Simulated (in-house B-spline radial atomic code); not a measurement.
RPA and G0W0 for Sr IX (Sr8+), [Ar] 3d10 4s2, as one setting changes: the highest l of the empty states. Start: PBE0. A dash marks a level of low quasi-particle weight. Computed with a B-spline radial code for spherical atoms: all electrons, scalar-relativistic (spin-free one-electron X2C), finite nucleus, each spin shell either full or empty, empty states to the listed l with an (l + 1/2)⁻⁴ tail; G0W0 by contour deformation at full frequency.

```
highest l of the empty states  RPA summed (Eh)  RPA extrapolated (Eh)  G0W0 level (eV)
                            4          -2.0143                -2.2991       4s -159.04
                            5          -2.1408                 -2.317       4s -159.03
                            6                ?                      ?                ?
                            7          -2.2353                -2.3021       4s -159.01
                            8          -2.2532                -2.2958       4s -159.01
                            9          -2.2639                -2.2927       4s -159.01
                           10                ?                      ?                ?
                           11           -2.275                -2.2898       4s -159.01
```

**Question.** What belongs in the row for 10?

**Answer.** RPA summed (Eh): -2.2706; RPA extrapolated (Eh): -2.2909; G0W0 level (eV): 4s -159.01.

**Question.** What belongs in the row for 6?

**Answer.** RPA summed (Eh): -2.2026; RPA extrapolated (Eh): -2.3086; G0W0 level (eV): 4s -159.02.
